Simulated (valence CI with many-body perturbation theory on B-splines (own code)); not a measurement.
# E1 line list for Cu XIV

Level of theory: configuration interaction combined with many-body perturbation theory (CI+MBPT): six valence electrons over a frozen Dirac-Fock core [Ne], radial functions for each j: 9 s, 9 p, 8 d, 6 f, 3 g, 1 h, with the one-electron correlation potential Σ1 (screened to all orders), the two-electron term Σ2, the three-electron term Σ3, Breit, model QED; selected single and double excitations, second order for the rest, scaled by the run's own slope (own B-spline code, finite nucleus).

No measured spectrum was set against this ion. As an estimate, levels of excited configurations hold to 0.05 to 0.15 % of their energy, terms of the ground configuration to about 0.5 %. Among the levels kept, up to 1500 cm⁻¹ of a level comes from second order outside the variational space, and about a tenth of that is noise between levels of different J, which matters for small intervals.

Lines 1 to 50 of 93 in falling wavelength, among levels below 675010 cm⁻¹, chosen from the strongest by gf and those to the six lowest levels. Wavelengths and rates use the calculated energies, so an error of 200 cm⁻¹ moves a line at 380.7 Å by 0.076 % and its rate by three times that or more. Electric multipoles are in the length gauge, E1 and E2 with the static RPA response of the core. Weak lines are less certain than strong ones. Lines between different terms over intervals too small for the method are left out, as are lines whose strength nearly cancels. The highest levels of a list are the least certain.

Names give the largest LS component (configuration and term), which can be under half, so a name can repeat, a term be missing and a line seem to break the LS rules; names also repeat where a configuration has a term twice. Letters in brackets count levels of one name in rising energy.

```
λ vac (Å)                 Upper         Lower   A (s⁻¹)  S (a.u.)
    380.7          3s.3p5 3P°_1  3s2.3p4 1S_0  4.48e+07  3.66e-03
    331.5          3s.3p5 3P°_2  3s2.3p4 1D_2  1.84e+08  1.65e-02
    314.3          3s.3p5 3P°_1  3s2.3p4 1D_2  1.71e+07  7.87e-04
    302.6          3s.3p5 3P°_2  3s2.3p4 3P_1  1.00e+09  6.86e-02
    291.0          3s.3p5 1P°_1  3s2.3p4 1S_0  4.18e+08  1.53e-02
    288.2          3s.3p5 3P°_1  3s2.3p4 3P_1  1.10e+09  3.89e-02
    287.7          3s.3p5 3P°_1  3s2.3p4 3P_0  1.38e+09  4.88e-02
    282.2          3s.3p5 3P°_2  3s2.3p4 3P_2  3.27e+09  1.81e-01
    278.9          3s.3p5 3P°_0  3s2.3p4 3P_1  4.76e+09  5.10e-02
    270.0      3s2.3p3.3d 5D°_1  3s2.3p4 1S_0  2.22e+05  6.48e-06
    269.6          3s.3p5 3P°_1  3s2.3p4 3P_2  2.39e+09  6.95e-02
    250.5          3s.3p5 1P°_1  3s2.3p4 1D_2  1.09e+10  2.53e-01
    245.1  3s2.3p3.3d 3D°_1 [a]  3s2.3p4 1S_0  5.00e+06  1.09e-04
    234.9      3s2.3p3.3d 5D°_1  3s2.3p4 1D_2  4.33e+06  8.30e-05
    234.8      3s2.3p3.3d 5D°_2  3s2.3p4 1D_2  2.14e+06  6.84e-05
    234.6      3s2.3p3.3d 5D°_3  3s2.3p4 1D_2  8.06e+05  3.59e-05
    233.6          3s.3p5 1P°_1  3s2.3p4 3P_1  5.67e+07  1.07e-03
    233.3          3s.3p5 1P°_1  3s2.3p4 3P_0  5.89e+05  1.11e-05
    221.3          3s.3p5 1P°_1  3s2.3p4 3P_2  6.53e+08  1.05e-02
    220.8  3s2.3p3.3d 3D°_2 [a]  3s2.3p4 1D_2  3.04e+07  8.08e-04
    220.2      3s2.3p3.3d 5D°_0  3s2.3p4 3P_1  3.07e+08  1.62e-03
    220.0      3s2.3p3.3d 5D°_1  3s2.3p4 3P_1  8.43e+07  1.33e-03
    219.9      3s2.3p3.3d 5D°_2  3s2.3p4 3P_1  4.20e+05  1.10e-05
    219.7      3s2.3p3.3d 5D°_1  3s2.3p4 3P_0  3.88e+07  6.09e-04
    217.1  3s2.3p3.3d 3D°_3 [a]  3s2.3p4 1D_2  1.14e+06  4.01e-05
    215.7  3s2.3p3.3d 3D°_1 [a]  3s2.3p4 1D_2  3.09e+05  4.59e-06
    213.4  3s2.3p3.3d 3F°_2 [a]  3s2.3p4 1D_2  5.63e+04  1.35e-06
    211.2  3s2.3p3.3d 3F°_3 [a]  3s2.3p4 1D_2  2.38e+07  7.74e-04
    209.0      3s2.3p3.3d 5D°_1  3s2.3p4 3P_2  2.01e+08  2.72e-03
    208.9      3s2.3p3.3d 5D°_2  3s2.3p4 3P_2  1.98e+08  4.46e-03
    208.8      3s2.3p3.3d 5D°_3  3s2.3p4 3P_2  7.40e+07  2.33e-03
    208.5  3s2.3p3.3d 3D°_1 [b]  3s2.3p4 1S_0  1.17e+08  1.57e-03
    207.6  3s2.3p3.3d 3D°_2 [a]  3s2.3p4 3P_1  1.73e+07  3.82e-04
    205.3  3s2.3p3.3d 3P°_1 [a]  3s2.3p4 1S_0  5.93e+05  7.59e-06
    203.1  3s2.3p3.3d 3D°_1 [a]  3s2.3p4 3P_1  3.32e+07  4.12e-04
    202.9  3s2.3p3.3d 3D°_1 [a]  3s2.3p4 3P_0  2.74e+02  3.39e-09
    201.0  3s2.3p3.3d 3F°_2 [a]  3s2.3p4 3P_1  2.77e+06  5.54e-05
    200.8      3s2.3p3.3d 3G°_3  3s2.3p4 1D_2  1.24e+08  3.45e-03
    199.4      3s2.3p3.3d 1S°_0  3s2.3p4 3P_1  1.17e+08  4.59e-04
    197.8  3s2.3p3.3d 3D°_2 [a]  3s2.3p4 3P_2  1.18e+08  2.26e-03
    194.8  3s2.3p3.3d 3D°_3 [a]  3s2.3p4 3P_2  1.30e+06  3.32e-05
    193.7  3s2.3p3.3d 3D°_1 [a]  3s2.3p4 3P_2  7.37e+07  7.93e-04
    191.8  3s2.3p3.3d 3F°_2 [a]  3s2.3p4 3P_2  1.06e+08  1.85e-03
    191.1      3s2.3p3.3d 1D°_2  3s2.3p4 1D_2  1.14e+09  1.96e-02
    190.0  3s2.3p3.3d 3F°_3 [a]  3s2.3p4 3P_2  3.25e+07  7.70e-04
    186.9  3s2.3p3.3d 3D°_1 [b]  3s2.3p4 1D_2  9.10e+08  8.80e-03
    184.8  3s2.3p3.3d 3P°_1 [b]  3s2.3p4 1S_0  1.07e+09  9.97e-03
    184.3  3s2.3p3.3d 3P°_1 [a]  3s2.3p4 1D_2  9.88e+08  9.15e-03
    183.2      3s2.3p3.3d 3S°_1  3s2.3p4 1S_0  1.58e+09  1.44e-02
    182.7  3s2.3p3.3d 3F°_3 [b]  3s2.3p4 1D_2  2.96e+08  6.23e-03
```
